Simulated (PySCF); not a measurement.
Computed structure and properties of [Bi(SH)4]−

System: [Bi(SH)4]− (singlet); start: template (C1). Method: PySCF 2.14.0, RKS PBE0, Bi def2-SVP with ECP60, S def2-SVP, H def2-SVP; non-relativistic Hamiltonian with scalar-relativistic core potentials where named; density fitting; no spin-orbit coupling.

Input of the relaxation:

```python
mol = gto.M(atom='''
Bi    -0.00898    -0.24778    -0.00000
S     -0.00898    -0.24778     2.56500
H     -0.00898     1.05222     2.89500
S     -0.00898    -0.24778    -2.56500
H     -0.00898    -1.54778    -2.89500
S      2.24202     0.98192    -0.00000
H      3.15492    -0.00068    -0.00000
S     -2.20688     1.07452    -0.00000
H     -1.81948     2.35852    -0.00000''',
    basis={'Bi': 'def2-SVP', 'S': 'def2-SVP', 'H': 'def2-SVP'},
    ecp={'Bi': 'def2-SVP'},
    charge=-1, spin=0)
mf = dft.RKS(mol, xc='PBE0')
mf.grids.atom_grid = (50, 194)
mf = mf.density_fit()  # fitting sets: Bi def2-universal-JKFIT, S def2-universal-JKFIT, H def2-universal-JKFIT
mf.conv_tol = 1e-08; mf.max_cycle = 55
mf.kernel(dm0)  # dm0: converged density of the start geometry
# quasi-Newton relaxation in Cartesian coordinates to a largest gradient under 0.00045 Eh/bohr, steps kept in the point group
```

Run from Python with OMP_NUM_THREADS=2; the lines above give its settings. Where DIIS fails, smearing, a level shift and second-order steps follow.
It took 6.2 min on 2 threads of Intel(R) Xeon(R) Platinum 8259CL CPU @ 2.50GHz (Skylake/Cascade Lake) (shared host), from the converged density of the start.

Course of the relaxation:

| step | energy above end (eV) | largest force component within the symmetry (eV/Å) |
| --- | --- | --- |
| 0 | 1.4258 | 2.479 |
| 1 | 0.7942 | 0.841 |
| 2 | 0.6335 | 0.382 |
| 3 | 0.5367 | 0.557 |
| 4 | 0.4462 | 0.485 |
| 5 | 0.3759 | 0.288 |
| 6 | 0.3201 | 0.258 |
| 7 | 0.2772 | 0.239 |
| 36 | 0.0013 | 0.053 |
| 37 | 0.0007 | 0.055 |
| 38 | 0.0004 | 0.025 |
| 39 | 0.0002 | 0.021 |
| 40 | 0.0001 | 0.030 |
| 41 | 0.0000 | 0.015 |
(The steps between are left out.)

Relaxed geometry (C1):

```xyz
9

Bi   -0.6404    0.0170   -0.0886
S    -0.1453   -1.0742    2.3464
H     0.8709   -0.2028    2.5255
S     0.8571   -1.0576   -2.1710
H     0.1647   -2.2172   -2.0968
S     1.3621    1.6134    0.1711
H     2.1928    0.7090   -0.3986
S    -2.2009    2.2830   -0.0840
H    -1.1354    3.1046   -0.2041
```

```
    contact      Å
Bi1–S2 (SH)  2.714
Bi1–S4 (SH)  2.781
Bi1–S6 (SH)  2.574
Bi1–S8 (SH)  2.751
```

On the finer grid (75, 302):

```
HOMO                                                          : -1.84 eV
LUMO                                                          : 2.32 eV
Dipole about the centre of mass                               : 1.70 D
Set of Mulliken populations of Bi1 outside the core potential : s 3.94, p 8.21, d 10.20
D3(BJ) dispersion energy (not in the energies)                : -0.351 eV
```

| atom | Mulliken (e) | Löwdin (e) | spin (e) |
| --- | --- | --- | --- |
| Bi1 | 0.65 | 0.32 | 0.00 |
| S2 | -0.49 | -0.31 | 0.00 |
| H3 | 0.06 | -0.04 | 0.00 |
| S4 | -0.51 | -0.34 | 0.00 |
| H5 | 0.03 | -0.06 | 0.00 |
| S6 | -0.38 | -0.16 | 0.00 |
| H7 | 0.09 | -0.03 | 0.00 |
| S8 | -0.51 | -0.33 | 0.00 |
| H9 | 0.06 | -0.05 | 0.00 |

No frequency check is given for this geometry.

Taking off one SH (charge -1, singlet; the rest: singlet) in vacuum, both parts rigid, costs 3.08 eV; the small basis without counterpoise inflates it.

Rigid scan of SH along the line from its metal:

```
distance to S2 (Å)  energy (eV)
              2.41        0.402
              2.51        0.155
              2.61        0.034
              2.71        0.000
              2.81        0.027
              2.91        0.096
              3.11        0.304
              3.41        0.674
              3.81        1.138
              4.31        1.589
```

One start shape was tried, so this needn't be the lowest isomer.
